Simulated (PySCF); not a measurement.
**Working out the ionisation energy of Cl²⁺**

Cl²⁺ [Ne] 3s2 3p3 (4S) → Cl³⁺ [Ne] 3s2 3p2 (3P). Computed with PySCF 2.14 in aug-cc-pVDZ-DK (5s4p2d, 27 functions), with the spin-free X2C one-electron Hamiltonian (Gaussian nucleus). Frozen: [Ne]. Energies in hartree (1 hartree = 27.21139 eV):

```
            part  Cl²⁺ (lower)  Cl³⁺ (upper)
             UHF   -459.618788   -458.186685
CCSD correlation     -0.090526     -0.077377
             (T)     -0.000935     -0.000784
```

Task: What does Hartree-Fock give?

Result: (-458.186685) − (-459.618788) = 1.432103 hartree = 38.970 eV.

Task: What do CCSD and CCSD(T) give?

Result: The CCSD correlation energies differ by 0.013149 hartree = 0.358 eV and the triples by 0.000151 hartree = 0.004 eV, so CCSD gives 39.328 eV and CCSD(T) 39.332 eV.

Reference: 39.8 ± 0.11 eV (semi-empirical (NIST evaluation); NIST Atomic Spectra Database, ionization energies), between the lowest levels; spin-orbit coupling is absent from the calculation.

A double-zeta basis recovers only part of the correlation energy.

What remains against the reference includes basis incompleteness, the frozen core and higher excitations.
